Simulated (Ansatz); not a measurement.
A calculation with Ansatz (development build ahead of 0.2.0).

```yaml
crystal:
  periodic: [false, false, false]
  atoms:
    - { symbol: Sr, position_ang: [0.0, 0.0, 0.0] }
    - { symbol: F, position_ang: [0.0, 0.0, 2.075] }
basis:
  gaussian: { orbitals: def2-SVP }
magnetization:
  spin_polarized: true
  initial_magnetization: 1
hamiltonian:
  xc: pbe0
output:
  forces: true
```

The input is written out in the form of the current development build from the run's settings. The basis set brings a core potential for Sr, so the total leaves out those core electrons.

The run gave:

```
Converged                       : yes
Total energy                    : -130.41594 hartree
Spin squared of the determinant : 0.750
Stability test                  : minimum
```

Forces (eV/Å):
```csv
atom,Fx,Fy,Fz
Sr1,0.000,0.000,-0.258
F2,0.000,0.000,0.258
```
